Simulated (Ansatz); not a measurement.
Reaction (redistribution): `C[Se][Ti]([OH])([F])[F]` + `FC(F)(F)C1=CC(C(F)(F)F)=[O+][Ga-]([F])([Cl])[O]1` → `C[Se][Ti]([OH])([F])[Cl]` + `FC(F)(F)C1=CC(C(F)(F)F)=[O+][Ga-]([F])([F])[O]1`

Gas-phase electronic energies from Ansatz, PBE0-D4/def2-TZVP geometries. CBS: MP2 limit from def2 TZ/QZ plus the TZ coupled-cluster correction, frozen cores. DFT in def2-TZVPP. B3LYP here is the variant with VWN-RPA as its local correlation; programs differ in this. For Ga, Se, Ti outer-core shells are correlated without core-valence functions, which leaves a few kJ/mol of doubt a bond. Scalar relativity is left out up to krypton. Each species was taken in one conformer, which may not be the lowest.

`C[Se][Ti]([OH])([F])[F]`:

```xyz
10

C     1.239    1.005    1.175
Se   -0.711    0.753    1.113
Ti   -0.598   -0.751   -0.753
O    -2.273   -1.180   -1.100
F     0.205    0.097   -2.067
F     0.382   -2.139   -0.293
H     1.589    1.453    0.247
H     1.735    0.054    1.356
H     1.436    1.682    2.004
H    -3.004   -0.974   -1.683
```

`FC(F)(F)C1=CC(C(F)(F)F)=[O+][Ga-]([F])([Cl])[O]1`:

Z-matrix (Å, degrees):
```
C
F 1 1.328
F 1 1.327 2 108.8
F 1 1.330 2 108.4 3 117.7
C 1 1.537 2 109.5 3 -119.9
C 5 1.388 1 119.4 2 -119.3
O 5 1.260 1 112.9 2 60.4
C 6 1.388 5 121.7 1 179.5
H 6 1.077 5 119.2 1 -0.3
Ga 7 1.913 5 124.4 1 179.3
O 8 1.260 6 127.7 5 0.2
C 8 1.537 6 119.4 5 -179.5
F 10 1.740 7 106.8 5 -107.4
Cl 10 2.114 7 111.3 5 116.3
F 12 1.330 8 111.9 6 -0.9
F 12 1.327 8 109.7 6 -121.3
F 12 1.328 8 109.6 6 119.4
```

`C[Se][Ti]([OH])([F])[Cl]`:

```xyz
10

C    -1.757    0.934   -0.042
Se    0.038    1.403    0.606
Ti    1.020   -0.664   -0.082
O     2.674   -0.586    0.499
F     0.065   -1.952    0.631
Cl    0.884   -0.803   -2.277
H    -2.045   -0.051    0.322
H    -1.770    0.960   -1.129
H    -2.437    1.682    0.359
H     3.328   -0.922    1.112
```

`FC(F)(F)C1=CC(C(F)(F)F)=[O+][Ga-]([F])([F])[O]1`:

```xyz
17

F     1.355    2.876   -0.249
C     1.971    1.732   -0.535
F     2.362    1.771   -1.803
F     3.043    1.627    0.241
C     1.055    0.518   -0.315
C    -0.245    0.715    0.131
C    -1.113   -0.347    0.347
C    -2.541   -0.067    0.844
F    -3.418   -0.535   -0.036
F    -2.762    1.234    1.009
F    -2.735   -0.677    2.007
O    -0.883   -1.576    0.184
Ga    0.780   -2.280   -0.422
F     0.569   -2.964   -2.004
F     1.529   -3.170    0.867
O     1.620   -0.578   -0.581
H    -0.589    1.719    0.316
```

CCSD(T)/CBS gives +40.1 kJ/mol.

Another level gave +33.1 kJ/mol. Which?
A. MP2/def2-TZVPP
B. ωB97X-V/def2-TZVPP
C. B3LYP/def2-TZVPP
D. B2PLYP/def2-TZVPP

A. MP2/def2-TZVPP 33.1, ωB97X-V 53.3, B3LYP 48.0, B2PLYP 40.1 kJ/mol.

Largest T1 diagnostic among the species: 0.023, so the coupled-cluster value is less sure than usual.

In def2-TZVPP, CCSD(T) changes the Hartree–Fock value by −11.6 kJ/mol (the triples alone add −5.7 kJ/mol) and MP2 by −19.8 kJ/mol.
